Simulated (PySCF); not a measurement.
Choosing a molecule for a target property.

Species are written as SMILES; each is one conformer at its optimised geometry, gas phase, non-relativistic unless stated. Electronic properties by PySCF.

Dipoles, sizes and rotational constants follow the conformer. The torsions of the flexible species, by atom-mapped SMILES:
- `[CH3:1][C:2]([CH3:3])([CH3:4])[SiH2:5][Cl:6]`: C1–C2–Si5–Cl6 62°
- `[CH3:1][CH2:2][CH2:3][SiH2:4][CH2:5][Cl:6]`: C1–C2–C3–Si4 -62°, C2–C3–Si4–C5 -167°, C3–Si4–C5–Cl6 -179°
- `[CH2:1]=[CH:2][CH2:3][c:4]1[cH:5][n:6][cH:7][n:8]1[SiH3:9]`: C1–C2–C3–C4 125°, C2–C3–C4–C5 119°
- `[CH3:1][SiH2:2][C@@H:3]([CH3:4])[CH2:5][Cl:6]`: C1–Si2–C3–C4 -167°, Si2–C3–C5–Cl6 -57°
- `[CH3:1][c:2]1[cH:3][cH:4][c:5]([B:6]([OH:7])[OH:8])[n:9][cH:10]1`: C4–C5–B6–O7 180°, H–O7–B6–C5 0°, H–O8–B6–C5 180°

**Question.** Wanted: HOMO–LUMO gap between 9 eV and 10.3 eV (CAM-B3LYP/def2-SVPD) and lowest singlet excitation below 7.25 eV (TDDFT CAM-B3LYP/def2-SVPD), at PBE0-D3(BJ)/def2-SVP geometries. Which candidate meets both?
A. `C[SiH2][C@@H](C)CCl`
B. `C=CCc1cncn1[SiH3]`
C. `CC(C)(C)[SiH2]Cl`
D. `CCC[SiH2]CCl`

**Answer.** D. Computed values:
| species | HOMO–LUMO gap | lowest singlet excitation |
| --- | --- | --- |
| C=CCc1cncn1[SiH3] | 8.49 eV | 5.86 eV |
| CCC[SiH2]CCl | 10.25 eV | 6.73 eV |
| CC(C)(C)[SiH2]Cl | 10.41 eV | 7.19 eV |
| C[SiH2][C@@H](C)CCl | 10.68 eV | 7.31 eV |

**Question.** Wanted: vertical ionisation energy below 9 eV (ΔSCF CAM-B3LYP/def2-SVPD) and electronic spatial extent ⟨r²⟩ about the centre of nuclear charge above 1060 bohr² (CAM-B3LYP/def2-SVPD), at PBE0-D3(BJ)/def2-SVP geometries. Which candidate meets both?
A. `[SiH2](C)[C@@H](C)CCl`
B. `CC(C)(C)[SiH2]Cl`
C. `CC1=CN=C(B(O)O)C=C1`
D. `C(C=C)c1cncn1[SiH3]`

**Answer.** D. Computed values:
```
              species  vertical ionisation energy  electronic spatial extent ⟨r²⟩ about the centre of nuclear charge
  C(C=C)c1cncn1[SiH3]                     8.41 eV                                                         1468 bohr²
  CC1=CN=C(B(O)O)C=C1                     9.31 eV                                                         1707 bohr²
     CC(C)(C)[SiH2]Cl                    10.02 eV                                                         1049 bohr²
[SiH2](C)[C@@H](C)CCl                    10.25 eV                                                         1065 bohr²
```

**Question.** Wanted: HOMO energy between -9.5 eV and -9 eV (CAM-B3LYP/def2-SVPD) and smallest rotational constant above 1.26 GHz (PBE0-D3(BJ)/def2-SVP), at PBE0-D3(BJ)/def2-SVP geometries. Which candidate meets both?
A. `C(C=C)c1cncn1[SiH3]`
B. `CC(C)(C)[SiH2]Cl`
C. `[SiH2](C)[C@@H](C)CCl`
D. `CC1=CN=C(B(O)O)C=C1`

**Answer.** B. Computed values:
```csv
species,HOMO energy,smallest rotational constant
[SiH2](C)[C@@H](C)CCl,-9.57 eV,1.226 GHz
CC(C)(C)[SiH2]Cl,-9.36 eV,1.300 GHz
CC1=CN=C(B(O)O)C=C1,-8.66 eV,0.639 GHz
C(C=C)c1cncn1[SiH3],-7.79 eV,0.799 GHz
```

**Question.** Wanted: static isotropic polarisability between 90 au and 100 au (CAM-B3LYP/def2-SVPD) and lowest triplet excitation (Tamm–Dancoff) above 5 eV (TDA CAM-B3LYP/def2-SVPD), at PBE0-D3(BJ)/def2-SVP geometries. Which candidate meets both?
A. `C=CCc1cncn1[SiH3]`
B. `CCC[SiH2]CCl`
C. `Cc1ccc(B(O)O)nc1`
D. `CC(C)(C)[SiH2]Cl`

**Answer.** B. Computed values:
```
          species  static isotropic polarisability  lowest triplet excitation (Tamm–Dancoff)
 CC(C)(C)[SiH2]Cl                          89.3 au                                   6.88 eV
     CCC[SiH2]CCl                          91.3 au                                   6.06 eV
 Cc1ccc(B(O)O)nc1                          97.6 au                                   3.95 eV
C=CCc1cncn1[SiH3]                         108.0 au                                   4.26 eV
```
